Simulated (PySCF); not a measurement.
Excited states of Hf(4+) (hafnium, charge +4)

Ground state [Xe] 4f14, ¹S. Computed with PySCF 2.14 in aug-cc-pVTZ-PP with ECP60MDF (6s6p5d3f2g, 88 functions), with scalar relativity through the core potential. Vertical excitation energies in eV without spin-orbit coupling; excited terms of each kind are numbered among those the solver found. Frozen: nothing.

| term | leading excitation | EOM-EE-CCSD |
| --- | --- | --- |
| 1 3P° | 5p → d | 34.587 |
| 1 3F° | 5p → d | 35.787 |
| 1 1D° | 5p → d | 37.538 |
| 1 3D° | 5p → d | 37.675 |
| 1 1F° | 5p → d | 37.785 |
| 1 1P° | 5p → s | 42.155 |
| 1 3S | 5p → p | 48.453 |
| 1 3D | 5p → p | 49.487 |
| 1 1D | 5p → p | 49.823 |
| 1 1P | 5p → p | 50.101 |
| 1 3P | 5p → p | 50.147 |
| 1 1S | 5p → p | 51.254 |
| 1 3G | 5p → f | 60.628 |
| 1 1G | 5p → f | 60.752 |

The spin-orbit splitting of the hole, absent here, rivals or exceeds the spacing of these terms, so the LS terms are model states.

The 4f shell lies in the core potential, so 4f excitations, among the lowest in this ion, cannot appear.

The solver can miss terms.
